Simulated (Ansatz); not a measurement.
Relaxation of AlClH$_{6}$HfO$_{4}$ (13 atoms, charge 0, multiplicity 1), to a largest force component of 0.03 eV/Å in at most 50 steps.

Computed with RKS PBE/def2-SVP in Ansatz.

```xyz
13
Properties=species:S:1:pos:R:3
Hf 0.392 0.145 -0.208
Cl -1.412 0.830 2.974
O 1.604 -0.122 -1.705
H 2.026 -0.688 -2.364
O -1.083 1.253 -0.794
H -1.819 1.730 -1.193
O -0.166 -1.607 0.414
H -0.763 -2.234 0.842
O 1.486 1.121 1.218
Al 3.003 1.567 1.907
H 4.273 0.629 1.648
H 3.066 2.897 2.792
H -0.221 1.322 2.592
```

Where does it end, and by what steps?

It converged. The force dipped under the threshold on the way, but the program's further checks kept it going. After 17 steps the energy has fallen by 0.159 eV; H12 moved furthest, 0.69 Å.

| step | energy less start (eV) | largest force component (eV/Å) | accepted |
| --- | --- | --- | --- |
| 0 | 0.0000 | 0.781 | yes |
| 1 | -0.0787 | 0.477 | yes |
| 2 | -0.1249 | 0.255 | yes |
| 3 | -0.1357 | 0.170 | yes |
| 4 | -0.1382 | 0.152 | yes |
| 5 | -0.1468 | 0.100 | yes |
| 6 | -0.1477 | 0.292 | yes |
| 7 | -0.1501 | 0.134 | yes |
| 8 | -0.1476 | 0.170 | no |
| 9 | -0.1536 | 0.081 | yes |
| 10 | -0.1541 | 0.101 | yes |
| 11 | -0.1566 | 0.021 | yes |
| 12 | -0.1571 | 0.119 | yes |
| 13 | -0.1558 | 0.225 | no |
| 14 | -0.1580 | 0.039 | yes |
| 15 | -0.1563 | 0.108 | no |
| 16 | -0.1585 | 0.038 | yes |
| 17 | -0.1588 | 0.028 | yes |

```xyz
13
Properties=species:S:1:pos:R:3
Hf 0.382 0.050 -0.197
Cl -1.167 1.324 2.821
O 1.708 -0.288 -1.569
H 2.136 -0.607 -2.372
O -0.976 1.221 -0.943
H -1.828 1.674 -0.887
O -0.325 -1.629 0.456
H -0.887 -2.291 0.876
O 1.359 0.998 1.301
Al 2.876 1.554 1.944
H 4.211 1.123 1.179
H 2.835 2.447 3.264
H 0.063 1.268 2.251
```

Whether the end is a true minimum wasn't checked by a vibrational analysis.

Run time: 52 s on 4 threads of Arm Neoverse V1 (shared host), peak memory 0.24 GiB.
